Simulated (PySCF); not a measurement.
**Which determinant of RuF lies lowest?**

Unrestricted PBE0; PySCF, scalar-relativistic core potentials, basis sets Ru def2-TZVPP with ECP28, F def2-TZVPP. Outer shells of the fragments: Ru 4d7 5s1; F 2s2 2p5.

Followed along the bond (rough minima from three points):

| 2Ms+1 | unpaired | ⟨S²⟩ at the start | R at minimum (Å) | Te (eV) |
| --- | --- | --- | --- | --- |
| 4 | σ ↑, π ↑, δ ↑ | 3.77 | 1.90 | 0.00 |
| 4 | π ↑↑, δ ↑ | 3.80 | 1.89 | 0.09 |
| 6 | σ ↑↑, π ↑↑, δ ↑ | 8.75 | 1.92 | 0.17 |
| 4 | σ ↑, π ↑↑ | 3.75 | 1.86 | 0.34 |
| 4 | σ ↑, δ ↑↑ | 3.76 | 1.94 | 0.38 |
| 2 | σ ↓, π ↑↑ | 1.75 | 1.85 | 0.77 |

Solutions found at the starting distance of 1.810 Å, counted from the lowest of them; the search is not exhaustive and high or unbound solutions are not listed, so other states can lie among these:

| 2Ms+1 | unpaired | term | E (eV) | ⟨S²⟩ | ⟨Lz²⟩ | μ (D) |
| --- | --- | --- | --- | --- | --- | --- |
| 4 | σ ↑, π ↑, δ ↑ | mixed | 0.00 | 3.77 | 4.69 | -3.76 |
| 4 | π ↑↑, δ ↑ | ⁴Δ | 0.07 | 3.80 | 4.01 | -4.03 |
| 4 | σ ↑, π ↑, δ ↑ | mixed | 0.07 | 3.75 | 5.01 | -3.74 |
| 6 | σ ↑↑, π ↑↑, δ ↑ | ⁶Δ | 0.21 | 8.75 | 4.01 | -0.88 |
| 4 | σ ↑, π ↑↑ | ⁴Σ⁻ | 0.29 | 3.75 | 0.00 | -4.07 |
| 4 | σ ↑, δ ↑↑ | ⁴Σ⁻ | 0.49 | 3.76 | 0.00 | -3.59 |
| 2 | σ ↓, π ↑↑ | mixed | 0.70 | 1.75 | 0.00 | -3.99 |
| 2 | σ ↓, π ↑, δ ↑ | mixed | 0.81 | 1.76 | 5.37 | -3.62 |
| 2 | σ ↓, π ↑, δ ↑ | mixed | 0.84 | 1.73 | 5.13 | -3.61 |
| 4 | π ↑, δ ↑↑ | mixed | 0.88 | 3.86 | 1.22 | -3.45 |

A term symbol is given only where ⟨S²⟩ and ⟨Lz²⟩ are close to those of a pure state; real π, δ and φ orbitals otherwise mix terms. A positive dipole means Ru(−)F(+).

Spin–orbit coupling is left out. With d or f electrons several states lie close, and the lowest PBE0 determinant need not be the measured ground state.
